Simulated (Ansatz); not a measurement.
The same path of H$_{7}$N$_{3}$Si (11 atoms, charge 0, multiplicity 1) was run 3 times with different band settings. The coordinate that changes most is the dihedral H5–N1–Si2–N3.

All numbers below come from Ansatz 0.2.0, RKS PBE0/cc-pVDZ.

Relaxed end points:

```xyz
11
Properties=species:S:1:pos:R:3
N -1.260 0.945 -0.087
Si 0.323 0.214 0.003
N 0.400 -0.337 1.656
N 0.466 -0.976 -1.266
H -1.538 1.324 -0.988
H -1.487 1.615 0.644
H 1.539 1.079 -0.186
H 1.294 -0.731 1.939
H -0.340 -0.975 1.939
H 1.032 -0.733 -2.073
H -0.364 -1.482 -1.559
```

```xyz
11
Properties=species:S:1:pos:R:3
N -1.122 1.213 0.212
Si 0.306 0.207 0.148
N -0.096 -1.137 1.177
N 0.877 -0.555 -1.318
H -1.995 0.803 -0.109
H -1.033 2.151 -0.169
H 1.421 1.144 0.522
H 0.610 -1.862 1.265
H -0.471 -0.906 2.092
H 1.343 0.048 -1.990
H 0.226 -1.164 -1.809
```

Common settings: spring 5.0 eV/Å²; optimiser quadratic models (default); start path IDPP; force threshold 0.03 eV/Å; iteration limit 60; end points relaxed.

| run | movable images | climbing image |
| --- | --- | --- |
| 1 | 5 | yes |
| 2 | 3 | yes |
| 3 | 8 | no |

(1) What does each run give, and how far can it be trusted?

Answers

(1) Run 1: converged after 21 iterations, highest image 0.066 eV above the first end. A vibrational analysis at the climbing image gives one clearly imaginary mode, 139i cm⁻¹: a first-order saddle point.
Run 2: converged after 19 iterations, highest image 0.066 eV above the first end. Another band between the same ends (5 images) ends at a top of the same energy, where a vibrational analysis finds 1 clearly imaginary mode. So few images can step over the top or miss a turn of the path.
Run 3: converged after 6 iterations, highest image 0.090 eV above the first end. No image climbed, so the highest image needn't sit at the top of the path.
